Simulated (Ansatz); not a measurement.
`[SiH3]O[SiH]([SiH3])Cl` and `CC[SiH]([SiH3])Cl` differ in one atom or group.

Ansatz, PBE0-D4/def2-TZVP geometries, multiplicity 1. Each molecule was computed in one conformer, which needn't be the lowest.

```tsv
property	`[SiH3]O[SiH]([SiH3])Cl`
size of the dipole moment (B3LYP/def2-TZVPP) / D	1.09
LUMO energy (B3LYP/def2-TZVPP) / eV	-0.69
HOMO–LUMO gap (B3LYP/def2-TZVPP) / eV	7.12
LUMO energy (PBE0/def2-TZVPP) / eV	-0.53
LUMO energy (PBE/def2-TZVPP) / eV	-1.38
HOMO energy (PBE/def2-TZVPP) / eV	-6.80
```

Give the same properties after the change, and the shifts. (Best estimate.)

The calculation gave: 
```json
{"property": "size of the dipole moment (B3LYP/def2-TZVPP) / D", "`CC[SiH]([SiH3])Cl`": "1.81", "shift": "0.72"}
{"property": "LUMO energy (B3LYP/def2-TZVPP) / eV", "`CC[SiH]([SiH3])Cl`": "-0.35", "shift": "0.34"}
{"property": "HOMO–LUMO gap (B3LYP/def2-TZVPP) / eV", "`CC[SiH]([SiH3])Cl`": "7.33", "shift": "0.21"}
{"property": "LUMO energy (PBE0/def2-TZVPP) / eV", "`CC[SiH]([SiH3])Cl`": "-0.19", "shift": "0.34"}
{"property": "LUMO energy (PBE/def2-TZVPP) / eV", "`CC[SiH]([SiH3])Cl`": "-1.06", "shift": "0.32"}
{"property": "HOMO energy (PBE/def2-TZVPP) / eV", "`CC[SiH]([SiH3])Cl`": "-6.72", "shift": "0.08"}
```

With PBE0 the HOMO rises by 0.12 eV and the LUMO rises by 0.34 eV, so the gap widens by about 0.22 eV. PBE moves the HOMO by 0.08 eV and ωB97M-V by 0.14 eV. Dipoles are sizes alone; their direction can turn.

Positive LUMOs are unbound, so they and the gaps depend on the basis.

B3LYP here is the variant with VWN-RPA as its local correlation; programs differ in this.
